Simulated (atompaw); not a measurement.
**An all-electron radial function and its pseudo partner (Ce (Z = 58))**

Columns: radius, all-electron u(r) and pseudo u(r) of the 4f shell (level -11.28 eV) of cerium in the configuration [Kr] 4d10 4f1 5s2 5p6 5d1 6s1 6p0; PBE, scalar-relativistic, PAW (atompaw) scheme, atompaw 4.2.0.5.

```csv
r (bohr),all-electron,pseudo
0.115,0.0609,0.0025
0.231,0.3109,0.0361
0.346,0.5939,0.1511
0.462,0.8034,0.3678
0.577,0.9168,0.6287
0.692,0.9530,0.8350
0.808,0.9384,0.9170
0.923,0.8949,0.8945
1.038,0.8372,0.8372
1.154,0.7736,0.7736
1.269,0.7102,0.7102
1.385,0.6482,0.6482
1.500,0.5899,0.5899
1.615,0.5354,0.5354
1.731,0.4844,0.4844
1.846,0.4381,0.4381
1.962,0.3955,0.3955
2.077,0.3571,0.3571
2.192,0.3223,0.3223
2.308,0.2907,0.2907
2.423,0.2625,0.2625
2.538,0.2371,0.2371
2.654,0.2141,0.2141
2.769,0.1936,0.1936
2.885,0.1750,0.1750
3.000,0.1585,0.1585
```

Task: How many radial nodes do the two functions have?

Result: The all-electron 4f function has n − l − 1 = 0; the pseudo-wave has 0.

Task: At about which radius was the pseudo-wave matched?

Result: 1.00 bohr, where the columns begin to agree (steps of 0.12 bohr).

Task: Is the pseudo-wave norm-conserving?

Result: No, it belongs to a PAW set: the norm inside the radius is not constrained, and the difference is carried by the augmentation charge.
